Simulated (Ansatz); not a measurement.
```xyz
6

B     0.0459    0.0052   -1.3555
C    -0.0220    0.0415    0.1996
O     0.0075   -0.0426    1.3397
H    -0.0123   -1.1327   -1.6461
H    -1.0127    0.5534   -1.6755
H     1.0223    0.5471   -1.6685
```

Basis set: 6-31G* (spherical functions). Left uncorrelated: 3 orbitals. Charge 0, multiplicity 1.

Computed with Ansatz (development build ahead of 0.2.0); each method stands on the lowest determinant of its kind that the runs found. Restricted open shells among the atoms or ions are ROHF, correlated in semicanonical orbitals with singles.

The atomization energy at this shape (free ground-state atoms in the same class of orbitals less the molecule, no zero-point energy) of singlet CH3BO:

```
method  atomization energy
   RHF       1744.9 kJ/mol
```

Question: What does RHF-MP2 give?

Answer: 2243.9 kJ/mol.
